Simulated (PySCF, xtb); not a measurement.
C₂H₅ClOSi, SMILES C=CO[SiH2]Cl.

GFN2-xTB run with xtb at its own geometry gives an orbital gap of 5.12 eV and a dipole moment of 2.72 D.

Geometry optimised at B3LYP-D3(BJ)/def2-SVP. The geometry has at least one imaginary mode, so it is a saddle point at that level. This is a generated structure with no PubChem entry under its InChIKey; it may be hypothetical. Other conformers were not sampled.

Problem. What does PySCF with CAM-B3LYP/def2-TZVP give? (The exact figures need the calculation; the answer reports its results.)

Solution. gap 9.51 eV (levels -8.46 and 1.05 eV), dipole 1.89 D.
